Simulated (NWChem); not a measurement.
System meant: In cation, singlet

NWChem input:

```
start job
memory heap 200 mb stack 900 mb global 1100 mb
charge 1
geometry units angstroms noautoz
  In     0.000000     0.000000     0.000000
end
basis spherical
  In library def2-svp
end
ecp
  In library def2-ecp
end
dft
  xc b3lyp
  iterations 4
  mulliken
end
task dft energy
```

End of the output:

```
 Vector   12  Occ=0.000000D+00  E=-2.928661D-01
              MO Center=  3.5D-16,  1.2D-15, -5.3D-15, r^2= 3.5D+00
   Bfn.  Coefficient  Atom+Function         Bfn.  Coefficient  Atom+Function
  ----- ------------  ---------------      ----- ------------  ---------------
    13      0.527084  1 In pz                11     -0.353866  1 In px
    16      0.325890  1 In pz                12     -0.305509  1 In py
    14     -0.218791  1 In px                15     -0.188893  1 In py
    10     -0.131586  1 In pz                 7     -0.121880  1 In pz
     8      0.088343  1 In px                 5      0.081826  1 In px

 Vector   13  Occ=0.000000D+00  E=-2.928661D-01
              MO Center= -5.6D-14,  4.8D-15,  1.6D-13, r^2= 3.5D+00
   Bfn.  Coefficient  Atom+Function         Bfn.  Coefficient  Atom+Function
  ----- ------------  ---------------      ----- ------------  ---------------
    11      0.572955  1 In px                13      0.408013  1 In pz
    14      0.354251  1 In px                16      0.252269  1 In pz
     8     -0.143038  1 In px                 5     -0.132487  1 In px
    10     -0.101860  1 In pz                 7     -0.094347  1 In pz
    12      0.040285  1 In py

     ---------------------------------------------
      Total Density - Mulliken Population Analysis
     ---------------------------------------------

    Atom       Charge   Shell Charges
 -----------   ------   -------------------------------------------------------
    1 In  21    20.00   2.60 -0.60  1.53  0.47  3.26  2.74  0.00  0.00  9.66  0.34

     -------------------------------------------
      Total Density - Lowdin Population Analysis
     -------------------------------------------

    Atom       Charge   Shell Charges
 -----------   ------   -------------------------------------------------------
    1 In  21    20.00   1.42  0.56  1.21  0.80  3.03  2.79  0.17  0.00  9.39  0.61
 ------------------------------------------------------------------------
 dft energy failed                                                                                  0
 ------------------------------------------------------------------------
 ------------------------------------------------------------------------
  current input line :
    18: task dft energy
 ------------------------------------------------------------------------
 ------------------------------------------------------------------------
 This type of error is most commonly associated with calculations not reaching convergence criteria
 ------------------------------------------------------------------------
 For more information see the NWChem manual at https://nwchemgit.github.io

0:dft energy failed:Received an Error in Communication
```

**Question.** What is wrong, and how is it mended?

**Answer.** Convergence was not reached. Cause: the SCF was allowed too few iterations. This input runs:
```
start job
memory heap 200 mb stack 900 mb global 1100 mb
charge 1
geometry units angstroms noautoz
  In     0.000000     0.000000     0.000000
end
basis spherical
  * library def2-svp
end
ecp
  In library def2-ecp
end
dft
  xc b3lyp
  iterations 150
  mulliken
end
task dft energy
```
It converges to -189.97469 Ha (B3LYP/def2-SVP with def2 effective core potentials on In).
